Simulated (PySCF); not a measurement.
# Orbital picture of KAs

ωB97X at R = 3.121 Å; basis K pcseg-1, As pcseg-1; no relativity; PySCF 2.14. State: ³Σ⁻ (triplet), unpaired electrons π ↑↑. Only the outer orbitals are listed, counted within each symmetry.

```tsv
spin	orbital	occ.	ε (eV)	on K (%)	main shells (%)
α	10σ	1	-41.07	100	100 K s
α	5π	1	-23.71	100	100 K p
α	5π	1	-23.71	100	100 K p
α	11σ	1	-23.59	99	99 K p
α	12σ	1	-16.29	2	98 As s
α	6π	1	-6.64	4	96 As p
α	6π	1	-6.64	4	96 As p
α	13σ	1	-6.08	13	86 As p, 9 K s
α	14σ	0	0.15	98	87 K s, 10 K p
α	15σ	0	2.20	100	76 K s, 23 K p
α	7π	0	2.34	99	96 K p
β	10σ	1	-41.07	100	100 K s
β	5π	1	-23.70	100	100 K p
β	5π	1	-23.70	100	100 K p
β	11σ	1	-23.58	100	100 K p
β	12σ	1	-14.10	3	96 As s
β	13σ	1	-5.38	20	79 As p, 15 K s
β	14σ	0	0.10	96	81 K s, 14 K p
β	6π	0	0.68	21	78 As p, 18 K p
β	6π	0	0.68	21	78 As p, 18 K p
```

Task: Which are the highest filled and the lowest empty level, where do they sit, and how wide is the gap?

Result: Highest filled β 13σ at -5.38 eV (in %: 79 As p, 15 K s); lowest empty β 14σ at 0.10 eV (in %: 81 K s, 14 K p); the gap at ωB97X is 5.48 eV. An empty level above zero is unbound, and its energy depends on the basis.

| Quantity | Value |
| --- | --- |
| bond order (Mayer) | 0.75 |
| ⟨S²⟩ | 2.009 |
| charge on K (Mulliken, basis-dependent) | 0.55 |
| charge on K (Löwdin, basis-dependent) | 0.36 |
| dipole moment (positive dipole means K(−)As(+)) | -10.21 D |

Spin–orbit coupling is left out. The state was picked by a PBE0 search and need not be the measured ground state.
